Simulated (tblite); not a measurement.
Isomers of C6H6P2. Computed values, GFN2-xTB/tblite, gas phase, harmonic and unscaled. This tight-binding method is rough: wavenumbers can miss measured ones by several per cent, in bad cases by 10 to 20. Modes of hydrogen on phosphorus can be 10 to 20 % off. One conformer each.

Electronic energies: GFN2-xTB at the same geometries; isomer energies are rough at this level and their order can be wrong.

```csv
SMILES,"electronic energy, lowest = 0 (kJ/mol)"
[H]/P=P\c1ccccc1,0.0
C=Cc1cpccp1,131.8
C#CC/P=P/CC#C,335.1
```

**Question.** How do GFN2-xTB zero-point energies change the relative energies?

**Answer.** 
```tsv
SMILES	ZPE (kJ/mol)	of it from modes above 1550 cm⁻¹	electronic (kJ/mol)	with ZPE, lowest = 0 (kJ/mol)	lowest mode (cm⁻¹)	rings
[H]/P=P\c1ccccc1	255.9	123.9	0.0	0.0	47	1
C=Cc1cpccp1	255.6	119.2	131.8	131.5	12i	1
C#CC/P=P/CC#C	243.7	137.7	335.1	322.8	16	0
```

The zero-point energies span 12.2 kJ/mol, from `C#CC/P=P/CC#C` to `[H]/P=P\c1ccccc1`. Slightly imaginary modes are left out of the zero-point energy: `C=Cc1cpccp1` 12.2i cm⁻¹. The order is unchanged.
